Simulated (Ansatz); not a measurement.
Born–Oppenheimer molecular dynamics of ClH₂InO₂ (6 atoms, charge 0, multiplicity 1). It starts from a relaxed structure.

All numbers below come from Ansatz, RHF/def2-SVP.

| Item | Value |
| --- | --- |
| ensemble | NVT, Langevin thermostat |
| time step | 1 fs |
| steps asked | 500 |
| set temperature | 100 K |
| friction | 0.05 /fs |
| temperature schedule | 125 steps to 100 K, then 375 steps to 25 K |
| seed | 777284 |

Frames 10 fs apart, positions in Å, forces in eV/Å.

Velocities at 340.0 fs (Å/ps):

```
In -0.20 0.70 -0.81
Cl -0.11 0.21 -0.98
O -0.40 1.61 0.54
H -1.31 2.42 3.42
O -4.95 1.18 0.51
H 4.40 2.50 -9.58
```

```xyz
6
Properties=species:S:1:pos:R:3:forces:R:3 time_fs=340.0 energy_less_start_eV=0.062 T=52
In 0.056 -0.300 0.065 0.34 -0.02 -1.09
Cl -0.211 0.172 2.302 -0.10 0.06 0.48
O 1.854 -0.079 -0.730 0.20 -0.48 -0.99
H 2.094 -0.372 -1.623 -0.58 0.41 1.33
O -1.428 -0.782 -1.153 -0.31 0.07 0.45
H -2.320 -0.764 -0.818 0.46 -0.05 -0.19
6
Properties=species:S:1:pos:R:3:forces:R:3 time_fs=350.0 energy_less_start_eV=0.040 T=50
In 0.054 -0.290 0.055 -0.34 -0.07 -0.96
Cl -0.210 0.184 2.291 -0.11 0.07 0.52
O 1.840 -0.067 -0.734 -0.09 -0.01 0.37
H 2.001 -0.387 -1.603 0.02 -0.07 -0.32
O -1.456 -0.776 -1.147 0.88 0.07 0.14
H -2.356 -0.725 -0.891 -0.37 0.02 0.26
6
Properties=species:S:1:pos:R:3:forces:R:3 time_fs=360.0 energy_less_start_eV=0.037 T=57
In 0.049 -0.287 0.037 -0.28 0.06 -0.26
Cl -0.216 0.195 2.284 -0.10 0.04 0.36
O 1.831 -0.055 -0.728 0.15 -0.10 -0.01
H 1.952 -0.380 -1.605 0.12 0.02 -0.18
O -1.454 -0.788 -1.135 1.04 -0.13 -0.24
H -2.337 -0.644 -0.888 -0.93 0.11 0.34
6
Properties=species:S:1:pos:R:3:forces:R:3 time_fs=370.0 energy_less_start_eV=0.030 T=69
In 0.046 -0.280 0.022 0.11 0.15 0.18
Cl -0.225 0.191 2.287 -0.06 0.01 0.13
O 1.831 -0.058 -0.735 0.32 -0.16 -0.43
H 1.984 -0.325 -1.635 -0.06 0.12 0.32
O -1.451 -0.804 -1.114 -0.85 0.11 -0.07
H -2.343 -0.574 -0.864 0.53 -0.23 -0.13
6
Properties=species:S:1:pos:R:3:forces:R:3 time_fs=380.0 energy_less_start_eV=0.038 T=57
In 0.039 -0.271 0.018 0.40 0.12 0.18
Cl -0.231 0.180 2.295 -0.03 0.00 -0.02
O 1.829 -0.064 -0.744 0.31 -0.05 -0.40
H 2.024 -0.211 -1.665 -0.25 0.04 0.48
O -1.453 -0.826 -1.107 -1.08 0.20 -0.01
H -2.339 -0.580 -0.842 0.64 -0.31 -0.22
6
Properties=species:S:1:pos:R:3:forces:R:3 time_fs=390.0 energy_less_start_eV=0.040 T=58
In 0.035 -0.269 0.015 0.36 0.07 0.00
Cl -0.241 0.183 2.303 0.00 -0.04 -0.22
O 1.846 -0.069 -0.756 -0.42 0.03 0.81
H 1.959 -0.168 -1.679 0.04 -0.10 -0.63
O -1.474 -0.843 -1.109 1.16 -0.18 -0.31
H -2.339 -0.612 -0.873 -1.15 0.21 0.34
6
Properties=species:S:1:pos:R:3:forces:R:3 time_fs=400.0 energy_less_start_eV=0.055 T=78
In 0.040 -0.265 0.015 -0.33 -0.11 -0.37
Cl -0.261 0.194 2.296 0.02 -0.04 -0.18
O 1.849 -0.096 -0.776 -0.53 -0.01 0.71
H 1.903 -0.122 -1.711 0.07 -0.06 -0.54
O -1.505 -0.832 -1.113 1.19 0.10 0.05
H -2.411 -0.683 -0.932 -0.42 0.12 0.34
6
Properties=species:S:1:pos:R:3:forces:R:3 time_fs=410.0 energy_less_start_eV=0.036 T=75
In 0.044 -0.259 0.013 -0.23 -0.12 -0.40
Cl -0.283 0.211 2.292 0.05 -0.05 -0.23
O 1.847 -0.108 -0.793 -0.34 -0.02 -0.36
H 1.925 -0.149 -1.744 -0.10 -0.02 0.61
O -1.500 -0.822 -1.120 0.14 0.26 0.38
H -2.401 -0.717 -0.833 0.48 -0.05 -0.01
6
Properties=species:S:1:pos:R:3:forces:R:3 time_fs=420.0 energy_less_start_eV=0.019 T=67
In 0.041 -0.248 0.014 0.20 0.04 0.13
Cl -0.297 0.221 2.294 0.05 -0.05 -0.26
O 1.821 -0.100 -0.793 0.13 0.03 -0.15
H 1.934 -0.211 -1.729 -0.12 0.00 0.27
O -1.474 -0.811 -1.104 0.08 0.07 0.06
H -2.308 -0.766 -0.669 -0.34 -0.09 -0.05
6
Properties=species:S:1:pos:R:3:forces:R:3 time_fs=430.0 energy_less_start_eV=0.012 T=80
In 0.032 -0.236 0.020 0.18 0.02 0.00
Cl -0.304 0.225 2.284 0.03 0.01 0.01
O 1.811 -0.076 -0.784 0.09 0.10 0.29
H 1.950 -0.242 -1.700 -0.07 -0.06 -0.19
O -1.484 -0.807 -1.079 0.60 0.04 -0.44
H -2.316 -0.907 -0.672 -0.82 -0.10 0.33
6
Properties=species:S:1:pos:R:3:forces:R:3 time_fs=440.0 energy_less_start_eV=0.021 T=66
In 0.025 -0.229 0.022 -0.13 -0.10 -0.13
Cl -0.320 0.234 2.267 -0.01 0.07 0.32
O 1.821 -0.051 -0.748 -0.12 0.02 0.09
H 1.895 -0.224 -1.672 0.10 -0.03 -0.17
O -1.508 -0.811 -1.056 -0.42 -0.17 -0.08
H -2.377 -1.013 -0.722 0.58 0.19 -0.03
6
Properties=species:S:1:pos:R:3:forces:R:3 time_fs=450.0 energy_less_start_eV=0.021 T=42
In 0.023 -0.228 0.021 0.05 -0.09 -0.30
Cl -0.334 0.239 2.259 -0.04 0.08 0.40
O 1.834 -0.033 -0.720 -0.14 -0.04 -0.32
H 1.934 -0.175 -1.654 0.03 0.04 0.28
O -1.513 -0.815 -1.060 -0.65 -0.28 0.29
H -2.335 -1.068 -0.634 0.76 0.29 -0.35
```

Of the whole run (500 fs, mean temperature of the second half 58 K): The schedule's set-point averaged 50 K over the second half and the system 58 K, so it lags behind the ramp. A run of 0.5 ps of so small a system gives no equilibrium averages.

Time of the run: 17 min on 1 thread of Arm Neoverse V1, on a shared host, peak memory 0.14 GiB.
